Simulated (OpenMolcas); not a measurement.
Pd4+ (d6) among equal point charges was computed by CASSCF with the d shell active (OpenMolcas, ANO-RCC-VTZP on the metal). Its lowest spin-free states, and all those of the highest spin:

| 2S+1 | Degeneracy | E (cm-1) |
| --- | --- | --- |
| 5 | 2 | 0.0 |
| 5 | 3 | 1106 |
| 3 | 3 | 20953 |
| 3 | 2 | 21263 |
| 3 | 3 | 21913 |
| 3 | 3 | 22132 |
| 3 | 3 | 24058 |
| 3 | 1 | 24442 |
| 3 | 3 | 24824 |
| 3 | 3 | 25606 |
| 3 | 1 | 26267 |
| 3 | 3 | 26751 |

Task: Is the site octahedral, tetrahedral or cube-like, axial, or of lower symmetry?

Result: The states with 2S+1 = 5 have orbital degeneracies 2, 3. Threefold states need a cubic site. For d6 at this spin an octahedron puts the threefold T2 below the twofold E and a tetrahedron or cube puts the twofold E below the threefold T2, so the site is a tetrahedron or a cube, which this pattern cannot tell apart. The first gap at this spin, 1110 cm-1, is |10Dq| in ligand-field theory. The run had Pd4+ among 4 point charges of -2.5 e arranged as a tetrahedron (Td), 2.43 Å from the ion.

Spin-orbit coupling mixes the spin-free states strongly: the lowest level takes only 70 % from its leading state, 5E. An orbital doublet at a regular site is open to a Jahn-Teller distortion, which this geometry leaves out. Without dynamic correlation the repulsion within the d shell is too large (B by tens of per cent), so at a given field states of lower spin stand too high. Point charges give a weaker field than real ligands, and real ions of this kind are as a rule low spin; the high spin found here belongs to the model. The ground term spreads over less than 5000 cm-1, several times less than with real ligands, so orbital moments are less quenched and χT lies further from the spin-only value than at real sites. This is an electrostatic model: the charges have no orbitals. No measured value stands beside these numbers.
